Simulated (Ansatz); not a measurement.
`CC(C)(C)C(C#N)C#N`. The species carries charge 0 and has multiplicity 1. The structure was optimised at the PBE0-D4/def2-TZVP level.

```xyz
19

C     1.084    0.857   -0.986
C    -0.072    0.224   -0.220
C    -0.731   -0.867   -1.053
C    -1.090    1.292    0.164
C     0.503   -0.389    1.098
C     1.540   -1.385    0.835
N     2.365   -2.148    0.599
C    -0.543   -0.969    1.937
N    -1.389   -1.398    2.585
H     1.835    0.116   -1.269
H     1.574    1.637   -0.397
H     0.706    1.319   -1.901
H    -1.557   -1.336   -0.515
H    -1.131   -0.435   -1.973
H    -0.015   -1.644   -1.331
H    -0.634    2.078    0.771
H    -1.927    0.868    0.722
H    -1.489    1.757   -0.740
H     0.969    0.422    1.673
```

Task: What is the dipole moment at B3LYP/def2-TZVPP? (Best estimate.)

Result: The calculation gave: 4.67 D, with components (-0.35, 4.10, -2.21) D in this frame, pointing from negative to positive charge.

Task: And with PBE, r2SCAN, ωB97M-V? (An estimate is asked.)

Result: Ansatz gave: PBE 4.60 D, r2SCAN 4.73 D, ωB97M-V 4.66 D.

Task: Give the Mulliken charges with B3LYP, r2SCAN, ωB97M-V in def2-TZVPP. (Estimate.)

Result: Computed: 
| atom | B3LYP | r2SCAN | ωB97M-V |
| --- | --- | --- | --- |
| C1 | -0.30 | -0.24 | -0.31 |
| C2 | 0.20 | 0.32 | -0.11 |
| C3 | -0.31 | -0.25 | -0.30 |
| C4 | -0.30 | -0.24 | -0.31 |
| C5 | 0.22 | 0.35 | 0.18 |
| C6 | -0.30 | -0.28 | -0.23 |
| N7 | 0.05 | -0.02 | 0.02 |
| C8 | -0.30 | -0.28 | -0.23 |
| N9 | 0.05 | -0.02 | 0.02 |
| H10 | 0.11 | 0.08 | 0.14 |
| H11 | 0.08 | 0.05 | 0.12 |
| H12 | 0.09 | 0.06 | 0.12 |
| H13 | 0.10 | 0.07 | 0.13 |
| H14 | 0.09 | 0.05 | 0.12 |
| H15 | 0.10 | 0.07 | 0.13 |
| H16 | 0.08 | 0.05 | 0.12 |
| H17 | 0.11 | 0.08 | 0.14 |
| H18 | 0.09 | 0.06 | 0.12 |
| H19 | 0.12 | 0.08 | 0.16 |

B3LYP here is the variant with VWN-RPA as its local correlation; programs differ in this.
